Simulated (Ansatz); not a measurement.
A CCSD(T) single point on H9N3Si2, SMILES `N[SiH2]N[SiH2]N`.

```yaml
crystal:
  periodic: [false, false, false]
  atoms:
    - {symbol: N, position_ang: [-1.146043, -0.063892, 2.443040]}
    - {symbol: Si, position_ang: [-0.247810, 0.919951, 1.363276]}
    - {symbol: N, position_ang: [-0.420002, 0.328369, -0.243046]}
    - {symbol: Si, position_ang: [0.751440, 0.079508, -1.478222]}
    - {symbol: N, position_ang: [0.494461, -1.443756, -2.222746]}
    - {symbol: H, position_ang: [-0.917674, -1.033125, 2.591464]}
    - {symbol: H, position_ang: [-1.574097, 0.345788, 3.256530]}
    - {symbol: H, position_ang: [1.222361, 0.970961, 1.591072]}
    - {symbol: H, position_ang: [-0.813195, 2.281607, 1.573882]}
    - {symbol: H, position_ang: [-1.375491, 0.146950, -0.525392]}
    - {symbol: H, position_ang: [2.062372, 0.263810, -0.797505]}
    - {symbol: H, position_ang: [0.658178, 1.044761, -2.608588]}
    - {symbol: H, position_ang: [0.596041, -2.306354, -1.713627]}
    - {symbol: H, position_ang: [0.696361, -1.563874, -3.201338]}
basis:
  gaussian: {orbitals: def2-TZVPP}
correlation: {method: ccsd_t}
output: {orbitals: {seedname: orbitals}}
```

```sh
$ ansatz run in.yaml --threads 4 --pin off --events-out ev --progress --plain --max-ram 10444MiB
```

Log, shortened:

```
Functional definition: HF
1744 factors; integrals over basis functions are off by at most 1.1e-3 eV
mean field evaluation 1: about -20311.5026 eV, gradient 5.6e1 eV
mean field evaluation 2: about -20311.7486 eV, gradient 5.6e1 eV
mean field evaluation 4: about -20318.1669 eV, gradient 4.1e0 eV
mean field evaluation 8: about -20318.2408 eV, gradient 2.6e-1 eV
mean field -20318.24104761 eV, -746.6815863011 hartree, gradient 3.0e-6 eV, S^2 0.000000; 0 other end points of the search recorded, 0 dependent functions left out
13 core orbitals not correlated: weight in the atoms' cores, before any rotation towards them, 1.000 or more for the frozen orbitals, at most 0.000 for the correlated occupied ones
reference -20318.24104761 eV, -746.6815863011 hartree; 16, 16 occupied and 274, 274 virtual orbitals, 1744 factors
second order -24.26734532 eV of doubles, -0.00000000 eV of singles
cycle   1  -24.97624843 eV  change   -7.1e-1 eV  update   9.7e-2
cycle   2  -25.57425153 eV  change   -6.0e-1 eV  update   2.8e-2
cycle   3  -25.67246949 eV  change   -9.8e-2 eV  update   1.3e-2
cycle   4  -25.66164422 eV  change    1.1e-2 eV  update   3.0e-3
cycle   5  -25.66190445 eV  change   -2.6e-4 eV  update   1.5e-3
cycle   6  -25.66220920 eV  change   -3.0e-4 eV  update   4.5e-4
cycle   7  -25.66198627 eV  change    2.2e-4 eV  update   1.7e-4
cycle   8  -25.66197192 eV  change    1.4e-5 eV  update   5.9e-5
cycle   9  -25.66198209 eV  change   -1.0e-5 eV  update   1.8e-5
perturbative correction -0.94372120 eV, -0.0346811146 hartree
Total energy: -20344.84675090 eV, -747.6593278633 hartree
```

It took 17 min on 4 threads of an Arm Neoverse V1 on a shared host, with 3.9 GiB of host memory at the peak.

The correlation energy is -26.606 eV, 3.5 % of it from (T); the T1 diagnostic reads 0.0103.
